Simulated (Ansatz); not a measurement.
Start from `[OH][Ga]([OH])[SH]` and change one element to get `[OH][Al]([OH])[SH]`.

Ansatz, PBE0-D4/def2-TZVP geometries, multiplicity 1. Each molecule was computed in one conformer, which needn't be the lowest.

Scalar relativity is left out up to krypton.

```tsv
property	`[OH][Ga]([OH])[SH]`
HOMO–LUMO gap (PBE/def2-TZVPP) / eV	4.84
HOMO energy (PBE/def2-TZVPP) / eV	-6.59
HOMO–LUMO gap (B3LYP/def2-TZVPP) / eV	6.44
LUMO energy (PBE0/def2-TZVPP) / eV	-0.82
size of the dipole moment (ωB97M-V/def2-TZVPP) / D	0.69
HOMO–LUMO gap (PBE0/def2-TZVPP) / eV	7.06
```

**Question.** What does the change do to each property? (Best estimate.)

**Answer.** The calculation gave: 
```tsv
property	`[OH][Al]([OH])[SH]`	shift
HOMO–LUMO gap (PBE/def2-TZVPP) / eV	4.97	0.13
HOMO energy (PBE/def2-TZVPP) / eV	-6.35	0.24
HOMO–LUMO gap (B3LYP/def2-TZVPP) / eV	6.45	0.01
LUMO energy (PBE0/def2-TZVPP) / eV	-0.54	0.28
size of the dipole moment (ωB97M-V/def2-TZVPP) / D	3.09	2.40
HOMO–LUMO gap (PBE0/def2-TZVPP) / eV	7.04	-0.02
```

Dipoles are sizes alone; their direction can turn.

B3LYP here is the variant with VWN-RPA as its local correlation; programs differ in this.
